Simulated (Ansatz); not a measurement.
Input file for Ansatz (a first-principles code): R-CCSD(T)/def2-TZVPP on BF3 (SMILES FB(F)F).

Ansatz 0.2 input:
```yaml
crystal:
  periodic: [false, false, false]
  atoms:
    - {symbol: B, position_ang: [0.00002246, 0.00002661, -0.00000027]}
    - {symbol: F, position_ang: [1.30155238, -0.18569348, 0.04940883]}
    - {symbol: F, position_ang: [-0.48538880, 1.20841319, -0.18731287]}
    - {symbol: F, position_ang: [-0.81608604, -1.02264632, 0.13790430]}
basis:
  gaussian:
    orbitals: def2-TZVPP
magnetization: {spin_polarized: false}
correlation: {method: ccsd_t, electrons: outside_noble_gas}
scf: {lower_state_search: off}
```

Program output:

```
WARN ansatz: RAYON_NUM_THREADS=4 ignored (pool sized by the plan → 4); use --threads N
Functional definition: HF
these checks for a lower state are left out or cut short: stability, starts, cluster_reference, orbital_swaps, neighbouring_geometries, increment
integrals: 0.20 GiB planned
829 factors; integrals over basis functions are off by at most 1.7e-3 eV
mean field: 0.24 GiB planned
mean field evaluation 1: about -8796.4260 eV, gradient 3.8e1 eV
mean field evaluation 2: about -8796.4288 eV, gradient 3.8e1 eV
mean field evaluation 4: about -8798.6139 eV, gradient 1.9e0 eV
mean field evaluation 8: about -8798.6236 eV, gradient 2.1e-5 eV
mean field -8798.62362615 eV, -323.3434543396 hartree, gradient 2.5e-6 eV, S^2 0.000000; 0 other end points of the search recorded, 0 dependent functions left out
4 core orbitals not correlated
reference -8798.62362615 eV, -323.3434543396 hartree; 12, 12 occupied and 108, 108 virtual orbitals, 829 factors
second order -22.69449429 eV of doubles, -0.00000000 eV of singles
coupled cluster: 0.55 GiB planned
cycle   1  -22.26869265 eV  change    4.3e-1 eV  update   8.9e-2
cycle   2  -22.67193677 eV  change   -4.0e-1 eV  update   2.3e-2
cycle   3  -22.76057457 eV  change   -8.9e-2 eV  update   1.2e-2
cycle   4  -22.74367294 eV  change    1.7e-2 eV  update   2.3e-3
cycle   5  -22.74186067 eV  change    1.8e-3 eV  update   8.8e-4
cycle   6  -22.74251275 eV  change   -6.5e-4 eV  update   2.0e-4
cycle   7  -22.74238500 eV  change    1.3e-4 eV  update   5.7e-5
cycle   8  -22.74235077 eV  change    3.4e-5 eV  update   1.3e-5
cycle   9  -22.74235189 eV  change   -1.1e-6 eV  update   4.1e-6
perturbative correction -0.64526399 eV, -0.0237130143 hartree
Total energy: -8822.01124203 eV, -324.2029333706 hartree
Checks for a lower state left out: stability, starts, cluster_reference, orbital_swaps, neighbouring_geometries, increment
```

The calculation finished and met its thresholds.

Cost: about 13 core-seconds (a rough figure).
